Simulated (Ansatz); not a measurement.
Ansatz (a quantum-chemistry and plane-wave program) input (B3LYP-D3(BJ)/def2-TZVP):

Ansatz 0.2 input:
```yaml
crystal:
  periodic: [false, false, false]
  atoms:
    - {symbol: S, position_ang: [-1.27126078, -0.27002223, -0.00852405]}
    - {symbol: S, position_ang: [0.62485943, -0.25329308, 0.00830410]}
    - {symbol: O, position_ang: [1.29280268, 1.04663060, 0.00043989]}
basis:
  gaussian:
    orbitals: def2-TZVP
hamiltonian:
  xc: b3lyp
  dispersion: d3bj
phonons: {temperatures: {t_min: 298.15, t_max: 298.15, t_step: 100}}
```

Output:

```
Functional definition: B3LYP
integrals: 0.03 GiB planned
693 factors; their error is unknown
mean field: 0.30 GiB planned
mean field evaluation 1: about -23714.0974 eV, gradient 5.7e1 eV
mean field evaluation 2: about -23661.0981 eV, gradient 1.6e2 eV
mean field evaluation 4: about -23718.1677 eV, gradient 2.2e1 eV
mean field evaluation 8: about -23719.5203 eV, gradient 6.8e-2 eV
mean field evaluation 16: about -23719.5634 eV, gradient 7.4e-5 eV
mean field -23719.56344130 eV, -871.6778787701 hartree, gradient 7.4e-5 eV, S^2 0.000000; 0 other end points of the search recorded, 0 dependent functions left out
the calculation of the forces begins
reference -23719.56362891 eV, -871.6778856646 hartree; 20, 20 occupied and 85, 85 virtual orbitals, 693 factors
these checks for a lower state are left out or cut short: stability, starts, cluster_reference, orbital_swaps, neighbouring_geometries, increment
integrals: 0.03 GiB planned
693 factors; their error is unknown
mean field: 0.30 GiB planned
mean field -23719.56342065 eV, -871.6778780112 hartree, gradient 2.1e-6 eV, S^2 0.000000; 0 other end points of the search recorded, 0 dependent functions left out
the calculation of the forces begins
reference -23719.56360825 eV, -871.6778849054 hartree; 20, 20 occupied and 85, 85 virtual orbitals, 693 factors
these checks for a lower state are left out or cut short: stability, starts, cluster_reference, orbital_swaps, neighbouring_geometries, increment
integrals: 0.03 GiB planned
693 factors; their error is unknown
mean field: 0.30 GiB planned
mean field -23719.56344611 eV, -871.6778789469 hartree, gradient 1.5e-6 eV, S^2 0.000000; 0 other end points of the search recorded, 0 dependent functions left out
the calculation of the forces begins
reference -23719.56363373 eV, -871.6778858418 hartree; 20, 20 occupied and 85, 85 virtual orbitals, 693 factors
these checks for a lower state are left out or cut short: stability, starts, cluster_reference, orbital_swaps, neighbouring_geometries, increment
integrals: 0.03 GiB planned
693 factors; their error is unknown
mean field: 0.30 GiB planned
mean field evaluation 32: about -23719.5201 eV, gradient 1.6e-1 eV
mean field -23719.56337573 eV, -871.6778763604 hartree, gradient 9.0e-7 eV, S^2 0.000000; 0 other end points of the search recorded, 0 dependent functions left out
the calculation of the forces begins
reference -23719.56356333 eV, -871.6778832547 hartree; 20, 20 occupied and 85, 85 virtual orbitals, 693 factors
these checks for a lower state are left out or cut short: stability, starts, cluster_reference, orbital_swaps, neighbouring_geometries, increment
integrals: 0.03 GiB planned
693 factors; their error is unknown
mean field: 0.30 GiB planned
mean field -23719.56341878 eV, -871.6778779426 hartree, gradient 2.3e-6 eV, S^2 0.000000; 0 other end points of the search recorded, 0 dependent functions left out
the calculation of the forces begins
reference -23719.56360640 eV, -871.6778848375 hartree; 20, 20 occupied and 85, 85 virtual orbitals, 693 factors
these checks for a lower state are left out or cut short: stability, starts, cluster_reference, orbital_swaps, neighbouring_geometries, increment
integrals: 0.03 GiB planned
693 factors; their error is unknown
mean field: 0.30 GiB planned
mean field -23719.56328805 eV, -871.6778731384 hartree, gradient 2.4e-6 eV, S^2 0.000000; 0 other end points of the search recorded, 0 dependent functions left out
the calculation of the forces begins
reference -23719.56347563 eV, -871.6778800318 hartree; 20, 20 occupied and 85, 85 virtual orbitals, 693 factors
these checks for a lower state are left out or cut short: stability, starts, cluster_reference, orbital_swaps, neighbouring_geometries, increment
integrals: 0.03 GiB planned
693 factors; their error is unknown
mean field: 0.30 GiB planned
mean field -23719.56329031 eV, -871.6778732213 hartree, gradient 2.3e-6 eV, S^2 0.000000; 0 other end points of the search recorded, 0 dependent functions left out
the calculation of the forces begins
reference -23719.56347795 eV, -871.6778801170 hartree; 20, 20 occupied and 85, 85 virtual orbitals, 693 factors
these checks for a lower state are left out or cut short: stability, starts, cluster_reference, orbital_swaps, neighbouring_geometries, increment
integrals: 0.03 GiB planned
693 factors; their error is unknown
mean field: 0.30 GiB planned
mean field evaluation 64: about -23719.5203 eV, gradient 1.8e-4 eV
mean field -23719.56338017 eV, -871.6778765238 hartree, gradient 2.3e-6 eV, S^2 0.000000; 0 other end points of the search recorded, 0 dependent functions left out
the calculation of the forces begins
reference -23719.56356777 eV, -871.6778834178 hartree; 20, 20 occupied and 85, 85 virtual orbitals, 693 factors
these checks for a lower state are left out or cut short: stability, starts, cluster_reference, orbital_swaps, neighbouring_geometries, increment
integrals: 0.03 GiB planned
693 factors; their error is unknown
mean field: 0.30 GiB planned
mean field -23719.56337238 eV, -871.6778762374 hartree, gradient 2.3e-6 eV, S^2 0.000000; 0 other end points of the search recorded, 0 dependent functions left out
the calculation of the forces begins
reference -23719.56356000 eV, -871.6778831325 hartree; 20, 20 occupied and 85, 85 virtual orbitals, 693 factors
these checks for a lower state are left out or cut short: stability, starts, cluster_reference, orbital_swaps, neighbouring_geometries, increment
integrals: 0.03 GiB planned
693 factors; their error is unknown
mean field: 0.30 GiB planned
mean field -23719.56331606 eV, -871.6778741676 hartree, gradient 2.3e-6 eV, S^2 0.000000; 0 other end points of the search recorded, 0 dependent functions left out
the calculation of the forces begins
reference -23719.56350371 eV, -871.6778810637 hartree; 20, 20 occupied and 85, 85 virtual orbitals, 693 factors
these checks for a lower state are left out or cut short: stability, starts, cluster_reference, orbital_swaps, neighbouring_geometries, increment
integrals: 0.03 GiB planned
693 factors; their error is unknown
mean field: 0.30 GiB planned
mean field -23719.56328839 eV, -871.6778731509 hartree, gradient 2.3e-6 eV, S^2 0.000000; 0 other end points of the search recorded, 0 dependent functions left out
the calculation of the forces begins
reference -23719.56347596 eV, -871.6778800439 hartree; 20, 20 occupied and 85, 85 virtual orbitals, 693 factors
these checks for a lower state are left out or cut short: stability, starts, cluster_reference, orbital_swaps, neighbouring_geometries, increment
integrals: 0.03 GiB planned
693 factors; their error is unknown
mean field: 0.30 GiB planned
mean field evaluation 96: about -23719.5203 eV, gradient 1.2e-4 eV
mean field -23719.56343409 eV, -871.6778785053 hartree, gradient 2.3e-6 eV, S^2 0.000000; 0 other end points of the search recorded, 0 dependent functions left out
the calculation of the forces begins
reference -23719.56362172 eV, -871.6778854007 hartree; 20, 20 occupied and 85, 85 virtual orbitals, 693 factors
these checks for a lower state are left out or cut short: stability, starts, cluster_reference, orbital_swaps, neighbouring_geometries, increment
integrals: 0.03 GiB planned
693 factors; their error is unknown
mean field: 0.30 GiB planned
mean field -23719.56339886 eV, -871.6778772104 hartree, gradient 2.3e-6 eV, S^2 0.000000; 0 other end points of the search recorded, 0 dependent functions left out
the calculation of the forces begins
reference -23719.56358644 eV, -871.6778841041 hartree; 20, 20 occupied and 85, 85 virtual orbitals, 693 factors
Total energy: -23719.68772512 eV, -871.6824461165 hartree
Atom 0 at    -1.271261    -0.270022    -0.008524 Å, force    -0.000386    -0.000014    -0.000003 eV/Å
Atom 1 at     0.624859    -0.253293     0.008304 Å, force     0.000410     0.000085     0.000003 eV/Å
Atom 2 at     1.292803     1.046631     0.000440 Å, force    -0.000023    -0.000071     0.000001 eV/Å
Dipole moment:    -0.074103    -0.314568     0.002688 e Å
Vibrations: 385.15 687.77 1196.76 cm⁻¹, zero-point energy 0.140702 eV
```
